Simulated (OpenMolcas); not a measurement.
# B: input and output

Input:

```
&GATEWAY
Coord
1

B 0.0 0.0 0.0
Basis=ANO-R3
Group=XYZ
NoMove
AngMom=0.0 0.0 0.0
AMFI
&SEWARD
* reference wave functions (RASSCF and RASSI steps not shown): 3 electrons in 4 orbitals (2s 2p)
>>> COPY JOB002 $Project.JobIph
&CASPT2
Multistate=3 1 2 3
NoMult
Frozen=0 0
IPEA=0.4
Shift=0.25
MaxIter=60
WThr=0.0 0.3 0.05
PrWF=0.5
NoMix
>>> COPY JOB003 $Project.JobIph
&CASPT2
Multistate=3 1 2 3
NoMult
Frozen=0 0
IPEA=0.4
Shift=0.25
MaxIter=60
WThr=0.0 0.3 0.05
PrWF=0.5
NoMix
```

Launched by
```bash
OMP_NUM_THREADS=1 MOLCAS_MEM=2252 MOLCAS_PROJECT=a pymolcas a.inp > a.log  # once for each step of the input, in one work folder
```

Output, cut to the results:

```
--- CASPT2 ---
Orbital specifications:
      -----------------------

      Symmetry species                           1   2
                                                ag  au
      Frozen orbitals                            0   0
      Inactive orbitals                          1   0
      Active orbitals                            1   3
      Secondary orbitals                        12  16
      Deleted orbitals                           0   0
      Number of basis functions                 14  19
Type of calculation                        SS-CASPT2
      Fock operator                              state-specific
      IPEA shift                                 0.40
      Real shift                                 0.25
      Imaginary shift                            0.00
      The input orbitals will be transformed to quasi-canonical
Reference energy:         -24.5666768773
      E2 (Non-variational):      -0.0338934081
      Shift correction:          -0.0028231526
      E2 (Variational):          -0.0367165607
      Total energy:             -24.6033934380
      Residual norm:              0.0000001746
      Reference weight:           0.98883
      Contributions to the CASPT2 correlation energy
      Active & Virtual Only:         -0.0255767696
      One Inactive Excited:          -0.0030695289
      Two Inactive Excited:          -0.0052471096
Reference energy:         -24.5666768773
      E2 (Non-variational):      -0.0338934119
      Shift correction:          -0.0028231536
      E2 (Variational):          -0.0367165655
      Total energy:             -24.6033934429
      Residual norm:              0.0000001746
      Reference weight:           0.98883
      Contributions to the CASPT2 correlation energy
      Active & Virtual Only:         -0.0255767733
      One Inactive Excited:          -0.0030695289
      Two Inactive Excited:          -0.0052471096
::    CASPT2 Root  1     Total energy:    -24.60339344
::    CASPT2 Root  2     Total energy:    -24.60339344
::    CASPT2 Root  3     Total energy:    -24.60339344
--- CASPT2 ---
Orbital specifications:
      -----------------------

      Symmetry species                           1   2
                                                ag  au
      Frozen orbitals                            0   0
      Inactive orbitals                          1   0
      Active orbitals                            1   3
      Secondary orbitals                        12  16
      Deleted orbitals                           0   0
      Number of basis functions                 14  19
Type of calculation                        SS-CASPT2
      Fock operator                              state-specific
      IPEA shift                                 0.40
      Real shift                                 0.25
      Imaginary shift                            0.00
      The input orbitals will be transformed to quasi-canonical
Reference energy:         -24.4567449107
      E2 (Non-variational):      -0.0209518064
      Shift correction:          -0.0015287211
      E2 (Variational):          -0.0224805275
      Total energy:             -24.4792254382
      Residual norm:              0.0000001720
      Reference weight:           0.99392
      Contributions to the CASPT2 correlation energy
      Active & Virtual Only:         -0.0123353307
      One Inactive Excited:          -0.0031797708
      Two Inactive Excited:          -0.0054367049
Reference energy:         -24.4567449107
      E2 (Non-variational):      -0.0209518064
      Shift correction:          -0.0015287211
      E2 (Variational):          -0.0224805275
      Total energy:             -24.4792254382
      Residual norm:              0.0000001720
      Reference weight:           0.99392
      Contributions to the CASPT2 correlation energy
      Active & Virtual Only:         -0.0123353307
      One Inactive Excited:          -0.0031797708
      Two Inactive Excited:          -0.0054367049
::    CASPT2 Root  1     Total energy:    -24.47922544
::    CASPT2 Root  2     Total energy:    -24.47922544
::    CASPT2 Root  3     Total energy:    -24.47922544
```

Levels above the lowest, from the spin-orbit matrix with the single-state CASPT2 energies, averaged by term, on its diagonal:

| Configuration | Term | J | E (cm⁻¹) | Measured (cm⁻¹) | g | Term weight % |
| --- | --- | --- | --- | --- | --- | --- |
| 2s² 2p | ²P° | 1/2 | 0.0 | 0.0 | 0.666 | 100 |
| 2s² 2p | ²P° | 3/2 | 14.3 | 15.3 | 1.334 | 100 |
| 2s 2p² | ⁴P | 1/2 | 27253 | 28870 | 2.671 | 100 |
| 2s 2p² | ⁴P | 3/2 | 27258 | 28875 | 1.735 | 100 |
| 2s 2p² | ⁴P | 5/2 | 27266 | 28881 | 1.601 | 100 |

Against the 4 measured excited levels shown (NIST Handbook of Basic Atomic Spectroscopic Data) the mean absolute deviation is 1200 cm-1; the largest miss in energy is 2s 2p² ⁴P_1/2: computed 27253, measured 28870 cm⁻¹ (-5.6 %).

Computed and measured levels are paired by configuration, term and J; levels that our copy of the source lacks, or whose pairing is in doubt (as where it misses far off the trend of its configuration), stay unpaired and out of the deviations. Only configurations of the active space appear. The first state left out of the spin-orbit step lies near 56000 cm-1 above the lowest spin-free state of the reference (among the parities and spins computed), and the list stops at four fifths of that energy or lower.

The term weight is that of the spin-free term in the level, not the purity of its configuration. ° marks odd parity.
